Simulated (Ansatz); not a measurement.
Relaxation of BH₇NOPSi (12 atoms, charge 0, multiplicity 1), to a largest force component of 0.015 eV/Å in at most 40 steps.

These are results of RKS PBE0/def2-SVP in Ansatz 0.2.0, not measurements.

```xyz
12
Properties=species:S:1:pos:R:3:forces:R:3
B -0.825 1.768 1.531 -1.02 -0.28 -1.36
N -0.569 0.455 0.900 0.92 0.78 0.51
P 0.360 0.758 -0.604 1.05 0.93 1.06
Si 0.946 -1.367 -0.902 -3.24 -1.45 0.79
O -0.536 -2.222 -1.425 2.09 1.34 0.78
H -0.531 2.061 2.624 0.66 -0.05 1.00
H -1.462 2.624 0.919 0.18 -0.14 0.00
H -1.441 0.066 0.598 -0.95 -0.41 -0.38
H 1.637 1.041 0.162 -0.95 -0.23 -0.96
H 1.919 -1.501 -1.903 1.49 -0.09 -1.41
H 1.345 -1.957 0.384 0.10 -0.24 0.18
H -0.765 -1.781 -2.250 -0.33 -0.17 -0.23
```

Where does it end, and by what steps?

It converged. After 31 steps the energy has fallen by 1.860 eV; H8 moved furthest, 1.67 Å.

```
step  energy less start (eV)  largest force component (eV/Å)  accepted
   0                  0.0000                           3.240       yes
   2                 -0.4673                           0.731       yes
   4                 -0.8460                           0.923       yes
   6                 -1.2737                           1.186       yes
   8                 -1.6426                           0.491       yes
  10                 -1.7241                           1.077       yes
  12                 -1.7658                           0.407        no
  14                 -1.8119                           0.118       yes
  16                 -1.8212                           0.074       yes
  18                 -1.8295                           0.248       yes
  20                 -1.8397                           0.393       yes
  22                 -1.8548                           0.066       yes
  24                 -1.8588                           0.106       yes
  26                 -1.8602                           0.063       yes
  28                 -1.8604                           0.025       yes
  30                 -1.8605                           0.021       yes
  31                 -1.8605                           0.007       yes
```

```xyz
12
Properties=species:S:1:pos:R:3
B -0.730 1.309 1.592
N -0.857 1.244 0.200
P 0.348 0.891 -1.029
Si 0.783 -1.302 -0.614
O -0.346 -2.299 -1.327
H 0.332 1.045 2.107
H -1.692 1.641 2.247
H -1.751 1.499 -0.209
H 1.511 1.337 -0.333
H 2.162 -1.541 -1.156
H 0.724 -1.610 0.840
H -0.407 -2.269 -2.286
```

Time of the run: 40 s on 2 threads of AMD EPYC 9R45 96-Core Processor (Zen 5), on a shared host, peak memory 0.29 GiB.
